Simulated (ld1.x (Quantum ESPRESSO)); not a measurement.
Results of a calculation; reference values are marked as such.
Pseudopotentials across the periodic table

Generated with ld1.x 7.5 (TM, RRKJ, ultrasoft, PAW), atompaw 4.2 or ONCVPSP 4.0.1. The cutoff is in Ry: for ld1.x and atompaw files where the sum of valence levels is converged to 10 mRy in a Bessel basis, for ONCV files where the hardest occupied wave has 1 mHa per electron of residual kinetic energy. The error is the largest all-electron minus pseudo excitation energy over each file’s own four to seven test configurations (ionisations up to +4, promotions, holes and added fractions of an electron), all of which were solved. The labels leave out finer settings (local radius, basis sizes, second energies), which also bear on the numbers. Spin-polarised tests are not counted. The rows are a selection from randomly drawn settings: files with unsolved tests, undetermined cutoffs or missed reference levels are left out.

```tsv
element	potential	cutoff (Ry)	largest error (meV)	bound ghosts
Cl	TM, Wu–Cohen, non-relativistic, rc 1.15/1.00/1.25 (spd), local s, core correction yes, reference 3s2 3p5	120	+83	none
Mo	RRKJ, PBE, scalar-relativistic, rc 2.80/1.95/2.50 (spd), local s, core correction yes, reference 4p6 4d5 5s0 5p0	30	-406	none
Tc	TM, PBEsol, non-relativistic, rc 2.80/2.65/1.80/2.84 (spdf), local s, core correction no, reference 4d5 5s1.75 5p0.25	45	-418	none
Ru	TM semilocal, LDA (PZ), scalar-relativistic, rc 2.55/3.55/1.75 (spd), local s, core correction yes, reference 4d7 5s1 5p0	50	-1004	none
```

Question: Fill in the row for Ar: TM, LDA (PZ), scalar-relativistic, rc 1.20/1.40 (sp), local smoothed, core correction yes, reference 3s2 3p5.5.

Answer: cutoff 55 Ry, largest error +326 meV, bound ghosts: none.

Question: Fill in the row for Ti: RRKJ, PBE, fully relativistic, rc 2.95/3.60/2.35 (spd), local s, core correction yes, reference 3d2 4s2 4p0.

Answer: cutoff 30 Ry, largest error -204 meV, bound ghosts: none.

Question: Fill in the row for W: TM, revPBE, fully relativistic, rc 2.00/1.60/2.50 (spd), local s, core correction no, reference 5p6 5d4 6s1 6p0.

Answer: cutoff 50 Ry, largest error -687 meV, bound ghosts: none.
